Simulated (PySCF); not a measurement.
The geometry has D3h symmetry (within 0.05 Å) and had no frequency check at the DFT level, so a distortion to lower symmetry isn't ruled out.

B3LYP has the VWN-RPA correlation part, as in Gaussian. 

```xyz
12

N     -1.5126    -0.8743    -0.0016
Al    -1.5970     0.9209    -0.0014
N     -0.0009     1.7471     0.0009
Al     1.5960     0.9226     0.0021
N      1.5134    -0.8728     0.0010
Al     0.0009    -1.8435    -0.0006
H     -2.3950    -1.3844    -0.0027
H     -2.9666     1.7107    -0.0031
H     -0.0014     2.7663     0.0013
H      2.9648     1.7138     0.0038
H      2.3964    -1.3819     0.0014
H      0.0017    -3.4245    -0.0011
```

Charge 0, multiplicity 1.

Q: Give the Mulliken and meta-Löwdin atomic charges from B3LYP-D3(BJ)/def2-SVP (PySCF).

A: 
```json
[
 {"atom": "N1", "Mulliken (e)": "-0.62", "meta-Löwdin (e)": "-0.78"},
 {"atom": "Al2", "Mulliken (e)": "0.63", "meta-Löwdin (e)": "0.72"},
 {"atom": "N3", "Mulliken (e)": "-0.62", "meta-Löwdin (e)": "-0.78"},
 {"atom": "Al4", "Mulliken (e)": "0.63", "meta-Löwdin (e)": "0.72"},
 {"atom": "N5", "Mulliken (e)": "-0.62", "meta-Löwdin (e)": "-0.78"},
 {"atom": "Al6", "Mulliken (e)": "0.63", "meta-Löwdin (e)": "0.72"},
 {"atom": "H7", "Mulliken (e)": "0.14", "meta-Löwdin (e)": "0.22"},
 {"atom": "H8", "Mulliken (e)": "-0.15", "meta-Löwdin (e)": "-0.16"},
 {"atom": "H9", "Mulliken (e)": "0.14", "meta-Löwdin (e)": "0.22"},
 {"atom": "H10", "Mulliken (e)": "-0.15", "meta-Löwdin (e)": "-0.16"},
 {"atom": "H11", "Mulliken (e)": "0.14", "meta-Löwdin (e)": "0.22"},
 {"atom": "H12", "Mulliken (e)": "-0.15", "meta-Löwdin (e)": "-0.16"}
]
```
